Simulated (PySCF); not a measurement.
Exercise with solution: chemical shift, span and skew from a shielding tensor

C3H5BO, SMILES OB1C=CC1. Atoms are numbered in the order given.

```xyz
10

O     -0.1535    -1.8991     0.0000
B     -0.0691    -0.5527     0.0000
C     -1.1146     0.5979     0.0000
C     -0.0821     1.4774     0.0000
C      1.1282     0.5395     0.0000
H      0.7103    -2.3315     0.0000
H     -2.1883     0.7975     0.0000
H     -0.0846     2.5772     0.0000
H      1.7736     0.6120    -0.8938
H      1.7736     0.6120     0.8938
```

Geometry optimised at B3LYP-D3(BJ)/def2-SVP. This is a generated structure with no PubChem entry under its InChIKey; it may be hypothetical. Other conformers were not sampled.

GIAO shieldings from PBE0/pcSseg-1 run with PySCF, non-relativistic, no solvent. The symmetric part of the tensor of C5 has the principal values 146.4, 149.9, 177.0 ppm. The same nucleus in TMS has σ = 186.3 ppm at this level (PySCF, at its B3LYP-D3(BJ)/def2-TZVP geometry).

Work out the isotropic shielding, the ¹³C shift against TMS, the span and the skew.


σ(iso) = (σ11 + σ22 + σ33)/3 = 157.8 ppm. δ = σ(ref) − σ(iso) = 186.3 − (157.8) = 28.5 ppm.
Span Ω = σ33 − σ11 = 30.6 ppm. Skew κ = 3(σ(iso) − σ22)/Ω = 0.77. Tumbling in solution averages the tensor to δ; in a static solid the shielding alone would spread this spin-1/2 line over Ω.
